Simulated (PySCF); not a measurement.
Species: C6H13BO2.
Z-matrix (Å and degrees, PBE0-D3(BJ)/def2-SVP geometry), rows numbered from 1:
```
C 
C   1  1.3423
C   2  1.5072  1  121.30
C   3  1.5252  2  112.80  1   120.53
B   2  1.5769  1  122.03  3  -175.86
O   5  1.3609  2  115.98  1   141.83
C   6  1.4037  5  121.59  2   179.88
O   5  1.3614  2  126.93  1   -38.76
C   8  1.3988  5  126.68  2    -5.46
H   1  1.0971  2  121.53  3     0.32
H   1  1.0940  2  122.52  3   178.32
H   3  1.1030  2  109.91  1    -2.74
H   3  1.1036  2  108.21  1  -119.20
H   4  1.1015  3  111.37  2   178.95
H   4  1.1014  3  111.22  2   -60.63
H   4  1.1016  3  110.91  2    59.38
H   7  1.1031  6  111.18  5   -74.34
H   7  1.1015  6  111.93  5    46.24
H   7  1.0996  6  108.27  5   166.54
H   9  1.1032  8  110.81  5    95.77
H   9  1.1008  8  108.58  5  -146.03
H   9  1.1015  8  112.29  5   -25.61
```

Computed with PySCF 2.14.0, density-fitted response routines, TDDFT wB97X-D/def2-SVPD, vertical, gas phase, core orbitals frozen in the response.

Frontier orbitals with the atoms that hold most of them (Löwdin shares over 4%, at most four atoms; ? is withheld):

```csv
orbital,ε (eV),atoms
LUMO+2,2.68,"C9 15%, C7 14%, H22 9%, H20 8%"
LUMO+1,1.99,"B5 36%, C9 9%, C1 8%, C7 6%"
LUMO,1.43,?
HOMO,-9.18,?
HOMO-1,-10.13,"O8 28%, O6 28%, C9 8%, C7 6%"
HOMO-2,-10.25,"O8 22%, C2 15%, O6 12%, B5 10%"
HOMO-3,-11.06,"O6 35%, C7 12%, C3 10%, H19 6%"
```

Question: Give the leading atoms of the HOMO.

Answer: C1 (bonded to C and 2 H) 36%; C2 (bonded to B and 2 C) 32%; C3 (bonded to 2 C and 2 H) 7%.

Question: Which atoms hold the LUMO, and with what shares?

Answer: C1 (bonded to C and 2 H) 28%; C2 (bonded to B and 2 C) 24%; B5 (bonded to C and 2 O) 13%; O8 (bonded to B and C) 5%. By element: carbon 52% or more, boron 13%, oxygen 5% or more.

Question: The HOMO–LUMO gap is 10.61 eV. Where does the response calculation put the lowest singlet, and from which orbitals?

Answer: S1 is at 6.59 eV (f = 0.214), 4.02 eV below the gap, made of HOMO→LUMO (68%), HOMO-2→LUMO (16%), HOMO-1→LUMO (8%). 

Next come S2 at 6.62 eV (f 0.092), HOMO-2→LUMO (50%), HOMO→LUMO (25%), HOMO-1→LUMO (16%); S3 at 7.32 eV (f 0.047), HOMO→LUMO+1 (74%); S4 at 7.46 eV (f 0.058), HOMO-1→LUMO (68%), HOMO-2→LUMO (25%); S5 at 7.86 eV (f 0.0064), HOMO-4→LUMO (38%), HOMO-3→LUMO (35%), HOMO-5→LUMO (10%).

The run took 17 min of wall time (with the writing of density and orbital grids) on Arm Neoverse N1, one thread, no GPU, shared host with 64 logical CPUs at a one-minute load of 54, and the process peaked at 1.5 GiB of memory.

One conformer stands for the species.
